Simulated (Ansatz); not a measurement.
`O=CCC1CO1` + `BS` → `BSC=O` + `CC1CO1`  (substitution at a C–C bond)

Program: Ansatz. Geometries: PBE0-D4/def2-TZVP. ΔE: electronic, gas phase. CBS: MP2 limit from def2 TZ/QZ plus the TZ coupled-cluster correction, frozen cores. This one scheme is used for every species. DFT in def2-TZVPP. Each species was taken in one conformer, which may not be the lowest.

Task: Is it downhill or uphill in electronic energy at CCSD(T)/CBS, and by how much? (Estimate.)

Result: Ansatz gave: Downhill: ΔE = -2.2 kcal/mol.

Task: What do these levels give: PBE-D4, BHLYP-D4, B2PLYP, HF/def2-TZVPP, MP2/def2-TZVPP, CCSD/CBS(def2)? (An estimate is asked.)

Result: The calculation gave: PBE-D4 -5.3, BHLYP-D4 -1.3, B2PLYP -3.3, HF/def2-TZVPP 1.2, MP2/def2-TZVPP -2.6, CCSD/CBS(def2) -1.1 kcal/mol.

Largest T1 diagnostic among the species: 0.018.

From r2SCAN to r2SCAN0 (25 % exact exchange), in def2-TZVPP and without D4, ΔE moves by +1.7 kcal/mol. At CCSD(T), def2-SVP lies +3.6 kcal/mol from the extrapolated value and def2-TZVPP +0.7 kcal/mol. Leaving LDA and LC-ωPBE aside and taking each functional with its dispersion term where it has one, the values, not all of them listed here, spread over 4.3 kcal/mol, from revPBE-D4 to BHLYP-D4. LDA lies +1.1 kcal/mol from PBE without D4.
